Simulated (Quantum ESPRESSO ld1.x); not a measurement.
The numbers below are computed, except where a source is named.
Q: The aim is the potassium ion K3+ in [Ne] 3s2 3p4. What will ld1.x (Quantum ESPRESSO 7.5) do with this input?

```
 &input
    zed=19.0,
    iswitch=1,
    rel=0,
    dft='BLYP',
    config='[Ne] 3s2 3p4',
    noscf=.true.,
    prefix='ld1',
    max_out_wfc=37,
    file_charge='ld1.rho',
 /
```

A: Ran as typed. With noscf the program prints the levels of a bare nucleus, with no screening and no total energy; they are not those of the atom.

Output (excerpt):

```
     Program LD1 v.7.5 starts

     --------------------------- All-electron run ----------------------------

     atomic number is 19.00
     dft =BLYP   lsd =0 sic =0 latt =0  beta=0.20 tr2=1.0E-14
     Exchange-correlation= BLYP
                           (   1   3   1   3   0   0   0)
     mesh =1819 r(mesh) =  99.44065 a.u. xmin = -7.00 dx = 0.00800
     1 Ry =  13.60569312 eV

     n l     nl                  e(Ry)          e(Ha)          e(eV)
     1 0     1S 1( 2.00)      -361.0000      -180.5000     -4911.6552
     2 0     2S 1( 2.00)       -90.2500       -45.1250     -1227.9138
     2 1     2P 1( 6.00)       -90.2500       -45.1250     -1227.9138
     3 0     3S 1( 2.00)       -40.1111       -20.0556      -545.7395
     3 1     3P 1( 4.00)       -40.1111       -20.0556      -545.7395
```

Run on one thread of a shared host, so times are rough (Intel(R) Xeon(R) Processor @ 2.60GHz): 0.48 s of CPU time, 0.51 s wall on 1819 mesh points.
